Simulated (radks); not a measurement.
Species: Pd+. Configuration: [Kr] 4d9. Calculated with a radial shooting solver on a logarithmic mesh with Libxc functionals: scalar-relativistic Kohn-Sham, PBEsol, spin-polarised, spherical densities, finite nucleus; open shells are filled with parallel spins first (spin-orbit coupling, left out, can overturn this in heavy ions); Fermi nuclear charge, rms radius 4.5318 fm.

Local quantities along the radius. ELF = 1/(1 + alpha^2) is the electron localisation function; alpha = (tau - tau_W)/tau_unif compares the Pauli kinetic energy density with that of the uniform gas (summed over spins); r v_xc is r times the local exchange-correlation potential of spin up (hartree bohr); 4 pi r^2 rho is in e/bohr. tau is taken from the large components.

| r (bohr) | ELF | alpha | r v_xc | 4 pi r^2 rho |
|---|---|---|---|---|
| 0.001623 | 0.999 | 0.02250 | -0.09379 | 2.705 |
| 0.00213 | 0.999 | 0.02320 | -0.1119 | 4.310 |
| 0.002796 | 0.999 | 0.02464 | -0.1352 | 6.766 |
| 0.003641 | 0.999 | 0.02701 | -0.1636 | 10.29 |
| 0.004779 | 0.999 | 0.03097 | -0.1994 | 15.47 |
| 0.006273 | 0.999 | 0.03743 | -0.2422 | 22.51 |
| 0.008168 | 0.998 | 0.04789 | -0.2901 | 31.11 |
| 0.01072 | 0.996 | 0.06692 | -0.3444 | 41.12 |
| 0.01407 | 0.989 | 0.1036 | -0.4004 | 50.69 |
| 0.01832 | 0.969 | 0.1777 | -0.4512 | 57.13 |
| 0.02405 | 0.890 | 0.3509 | -0.4930 | 58.55 |
| 0.03157 | 0.645 | 0.7413 | -0.5195 | 54.81 |
| 0.04111 | 0.365 | 1.318 | -0.5381 | 50.61 |
| 0.05396 | 0.336 | 1.406 | -0.5917 | 52.81 |
| 0.07083 | 0.563 | 0.8804 | -0.7146 | 63.77 |
| 0.09223 | 0.748 | 0.5804 | -0.8313 | 73.44 |
| 0.1211 | 0.707 | 0.6433 | -0.8869 | 69.05 |
| 0.1589 | 0.401 | 1.222 | -0.8703 | 53.96 |
| 0.2069 | 0.331 | 1.423 | -0.9189 | 49.37 |
| 0.2716 | 0.643 | 0.7455 | -1.103 | 57.64 |
| 0.3536 | 0.774 | 0.5409 | -1.192 | 53.94 |
| 0.4642 | 0.554 | 0.8965 | -1.077 | 31.78 |
| 0.6093 | 0.181 | 2.128 | -0.9003 | 16.57 |
| 0.7933 | 0.529 | 0.9435 | -1.079 | 16.59 |
| 1.041 | 0.758 | 0.5648 | -1.200 | 16.21 |
| 1.367 | 0.636 | 0.7566 | -1.140 | 10.24 |
| 1.78 | 0.377 | 1.286 | -0.9763 | 4.736 |
| 2.336 | 0.159 | 2.302 | -0.7712 | 1.704 |
| 3.066 | 0.047 | 4.492 | -0.5440 | 0.4721 |
| 3.993 | 0.008 | 10.97 | -0.3982 | 0.09297 |
| 5.241 | 0.001 | 40.66 | -0.2652 | 0.009875 |

On this mesh the ELF has minima near r = 0.047, 0.18, 0.61 bohr, which separate the shells, and maxima near 0.11 (0.76), 0.35 (0.77), 1.0 (0.76).
